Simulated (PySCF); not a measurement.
# Ionisation energy of Sn⁴⁸⁺ by level of theory

Sn⁴⁸⁺ 1s2 (1S) → Sn⁴⁹⁺ 1s1 (2S), as a difference of total energies. All numbers are calculated (PySCF 2.14, the spin-free X2C one-electron Hamiltonian (Gaussian nucleus), in an even-tempered Gaussian basis (17 s from 98 bohr⁻², ratio 2.2; 7 p from 150 bohr⁻², ratio 2.4; 4 d from 440 bohr⁻², ratio 2.4; 3 f from 670 bohr⁻², ratio 2.4; 3 g from 1000 bohr⁻², ratio 2.4)). Correlated levels: nothing frozen; virtual orbitals above 40 to 60 times the deepest correlated orbital energy dropped. The calculations carry no spin-orbit coupling.

| method | ionisation energy (eV) | difference from reference (eV) |
| --- | --- | --- |
| UHF | 34311.4 | +54.3 |
| LDA | 34255.5 | -1.6 |
| PBE | 34308.1 | +51.0 |
| PBE0 | 34309.2 | +52.1 |
| r2SCAN | 34315.0 | +57.9 |
| TPSS | 34314.9 | +57.8 |
| r2SCANh | 34314.8 | +57.7 |
| MP2 (all electrons) | 34313.0 | +55.9 |
| SCS-MP2 (all electrons) | 34313.3 | +56.2 |

Reference: 34257.1 eV (theoretical estimate listed by NIST; NIST Atomic Spectra Database, ionization energies).

For this ion Breit and QED terms and the two-electron picture change, all absent here, outweigh the differences among the correlated methods.
